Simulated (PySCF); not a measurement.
C2H5AlClFO, SMILES CC[O][Al]([F])[Cl]. Atoms are numbered in the order given.

```xyz
11

Al     0.4880    -0.0181     0.2880
F      1.5474    -0.9760    -0.5563
Cl     0.8141     0.2797     2.3218
O     -0.8265     0.7113    -0.4585
C     -1.4655     0.6707    -1.7141
C     -1.6922    -0.7534    -2.2007
H     -2.4313     1.1971    -1.6193
H     -0.8682     1.2318    -2.4572
H     -2.3071    -1.3143    -1.4780
H     -2.2132    -0.7610    -3.1714
H     -0.7326    -1.2823    -2.3251
```

Geometry optimised at B3LYP-D3(BJ)/def2-SVP. One conformer was computed; it need not be the lowest.

Level of theory: TDA-PBE/def2-SVPD (PySCF).

Vertical excitations. Isolated molecule, no solvent.

```tsv
state	energy (eV)	λ (nm)	f	main pairs
S1	5.25	236	0.010	HOMO→LUMO 98 %
S2	5.45	228	0.010	HOMO−1→LUMO 97 %
S3	6.22	199	0.006	HOMO→LUMO+1 65 %, HOMO−1→LUMO+1 33 %
S4	6.36	195	0.021	HOMO−2→LUMO 95 %
S5	6.57	189	0.047	HOMO−3→LUMO 91 %
S6	6.63	187	0.102	HOMO−1→LUMO+1 55 %, HOMO→LUMO+1 26 %
S7	7.21	172	0.000	HOMO−2→LUMO+1 97 %
S8	7.21	172	0.003	HOMO→LUMO+2 95 %
S9	7.31	170	0.008	HOMO−4→LUMO 96 %
S10	7.42	167	0.038	HOMO−1→LUMO+2 95 %
T1	5.02	247	0	HOMO→LUMO 98 %
T2	5.21	238	0	HOMO−1→LUMO 98 %
T3	5.87	211	0	HOMO→LUMO+1 86 %
T4	6.12	203	0	HOMO−2→LUMO 100 %
```
Triplets are in the Tamm–Dancoff approximation.
